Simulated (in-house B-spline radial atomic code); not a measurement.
Atomic self-consistent-field run: the rhodium ion Rh³⁺ (with a hole in an inner shell). Method: Dirac-Kohn-Sham relativistic LDA, spherical fractional occupations, Fermi nucleus of rms radius 4.4945 fm. Calculated with a B-spline radial code for spherical atoms.

Command:
```bash
python run_scf.py task.json out
```
Settings (nuclear radius in fm, mass in u):
```
Z                45
configuration    1s2 2s2 2p6 3s1 3p6 3d10 4s2 4p6 4d7
hamiltonian      dirac
method           lda_x_rel,vwn
spin_polarised   False
nucleus          fermi
rms_radius       4.4945
atomic_mass      102.90549
speed_of_light   137.035999084
```

Output (hartree, bohr):
```
 radial grid: 69 intervals, B-splines of order 8, outer radius 28.1081 bohr

 iter        energy (Eh)    residual
    1       -4736.821598    6.02e-01
    2       -4742.740958    6.05e-01
    3       -4749.818074    8.66e-02
    4       -4750.107762    1.71e-02
    5       -4750.119465    1.01e-02
    6       -4750.121884    4.88e-03
    7       -4750.122403    9.87e-04
    8       -4750.122434    1.89e-05
    9       -4750.122434    3.93e-07

 total energy                     -4750.12243
 kinetic                            4937.7367
 electron-nucleus                 -11425.1273
 Hartree                            1862.8940
 exchange-correlation               -125.6259

 first-order corrections (not in the total)
   Gaunt                             3.3816
   retardation                      -0.3420
   frequency dependence             -0.0239
   self-energy                       2.2645
   Uehling                          -0.2723
   Wichmann-Kroll                    0.0047
   recoil                            0.0175

 orbital      occ     eigenvalue          <r>       <r^2>       <1/r>     <1/r^2>       r_max    small
 1s1/2      2.000      -844.1529    0.0327402  0.00144773     46.8851     4680.11     0.02125  2.69e-02
 2s1/2      2.000      -124.5413     0.141929   0.0238012      10.762      522.68      0.1203  5.60e-03
 2p1/2      2.000      -115.6931     0.120473   0.0178205     10.7509     169.398     0.09305  5.62e-03
 2p3/2      4.000      -110.4167     0.125326   0.0191563     10.1602     140.696     0.09712  5.41e-03
 3s1/2      1.000       -23.9222     0.389297    0.173495     3.75863     99.6064      0.3515  1.57e-03
 3p1/2      2.000       -20.4334     0.380915    0.168748     3.66908     31.9924      0.3374  1.52e-03
 3p3/2      4.000       -19.5095     0.391405     0.17794     3.52582     26.7624       0.347  1.46e-03
 3d3/2      4.000       -13.2936     0.363882     0.15793     3.36186     14.3099      0.2876  1.35e-03
 3d5/2      6.000       -13.1091     0.367237    0.160703     3.32485     13.9357      0.2903  1.33e-03
 4s1/2      2.000        -4.5113     0.954667     1.03229     1.45385     19.8471      0.8654  4.06e-04
 4p1/2      2.000        -3.4086      1.02005     1.18989     1.34164     5.97684       0.904  3.56e-04
 4p3/2      4.000        -3.2502      1.04831     1.25662      1.2962     5.01794      0.9277  3.40e-04
 4d3/2      2.800        -1.5528      1.30601     2.01199     1.01864      1.9706       1.062  2.22e-04
 4d5/2      4.200        -1.5325      1.31855     2.05059     1.00758     1.91474       1.072  2.18e-04
```

Run time, properties included: 0.89 s on 1 thread of Arm Neoverse V1, with other jobs on the host.

For the Dirac Hamiltonian the kinetic term is c α·p + (β - 1)c².
